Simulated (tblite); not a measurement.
Parent: `[CH:1]#[C:2][C@@H:3]1[C:4](=[O:5])[SiH2:6][C@@H:7]1[CH3:8]` with C2–C3–C4–O5 82°, C3–C4–Si6–C7 -12°, C4–Si6–C7–C8 134°, C2–C3–C7–Si6 99°, C6H8OSi.

Structures optimised with GFN2-xTB, isolated species. One conformer each, not checked by frequencies here.

```tsv
coordinate of the parent	value
C1≡C2	1.198 Å
C2–C3	1.442 Å
C3–C4	1.538 Å
C4=O5	1.199 Å
C4–Si6	1.933 Å
Si6–C7	1.928 Å
C7–C8	1.521 Å
C3–C7	1.557 Å
C1–C2–C3	178.1°
C2–C3–C4	108.0°
C2–C3–C7	114.0°
C4–C3–C7	97.5°
C3–C4–O5	128.5°
C3–C4–Si6	92.8°
O5–C4–Si6	138.5°
C4–Si6–C7	74.1°
Si6–C7–C8	120.0°
C3–C7–Si6	92.4°
C3–C7–C8	115.7°
```

Task: In one relative the bonds that all share with the parent change as follows (parent's numbers): C1–C2 0.000, C2–C3 -0.004, C3–C4 -0.001, C4–O5 -0.002, C4–Si6 +0.006, Si6–C7 +0.025, C7–C8 +0.008, C3–C7 +0.009 Å. Which is it?
A. `[CH:1]#[C:2][C@@H:3]1[C:4](=[O:5])[SiH2:6][C@@:7]1([CH3:8])[C:9]#[N:10]` with C2–C3–C4–O5 40°, C3–C4–Si6–C7 10°, C4–Si6–C7–C8 106°, C2–C3–C7–Si6 136°
B. `[CH3:1][C@@H:2]1[SiH2:3][C:4](=[O:5])[C@H:6]1[C:7]#[C:8][CH:9]=[O:10]` with C1–C2–Si3–C4 -127°, C2–Si3–C4–O5 -169°, Si3–C4–C6–C7 -132°, C1–C2–C6–C4 134°

Result: A. The changes in all of them (Å):

```
                           SMILES   C1–C2   C2–C3   C3–C4   C4–O5  C4–Si6  Si6–C7   C7–C8   C3–C7
C#C[C@@H]1C(=O)[SiH2][C@@]1(C)C#N   0.000  -0.004  -0.001  -0.002  +0.006  +0.025  +0.008  +0.009
  C[C@@H]1[SiH2]C(=O)[C@H]1C#CC=O  +0.011  -0.013  +0.010  -0.004  +0.005   0.000  +0.001  -0.003
```

Atoms are paired thus: C#C[C@@H]1C(=O)[SiH2][C@@]1(C)C#N: C1 = C1, C2 = C2, C3 = C3, C4 = C4, O5 = O5, Si6 = Si6, C7 = C7, C8 = C8; C[C@@H]1[SiH2]C(=O)[C@H]1C#CC=O: C1 = C8, C2 = C7, C3 = C6, C4 = C4, O5 = O5, Si6 = Si3, C7 = C2, C8 = C1.

The numbers are calculated, not measured.
